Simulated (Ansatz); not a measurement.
Species: CH₂ClF₂Si (charge 0, doublet). It need not be the lowest isomer of its formula. 
Structure (B3LYP-D3(BJ)/def2-TZVP (Ansatz, a program for electronic structure) minimum search):
```xyz
7

C     -1.9698     0.1315     0.0967
Si    -0.1631     0.2562     0.1820
F      0.3370     0.1624     1.6837
F      0.3334     1.6433    -0.4041
Cl     0.7734    -1.2212    -0.8676
H     -2.5409     0.5975    -0.6966
H     -2.5383    -0.4641     0.8001
```
Charge 0, spin multiplicity 2.

Basis-set convergence of Hartree-Fock and CCSD(T) correlation energies (hartree) with Ansatz. Correlated levels leave the core frozen unless marked. Open shells are spin-unrestricted. No spin-orbit coupling. No relativistic terms.

| basis | functions | E(HF) | E(corr, CCSD(T)) |
|---|---|---|---|
| cc-pV(D+d)Z | 98 | -986.51613 | -0.76062 |
| cc-pV(T+d)Z | 196 | … | … |

Some entries are withheld; supply them.


- cc-pV(T+d)Z, E(HF): -986.64575
- cc-pV(T+d)Z, E(corr, CCSD(T)): -1.00473
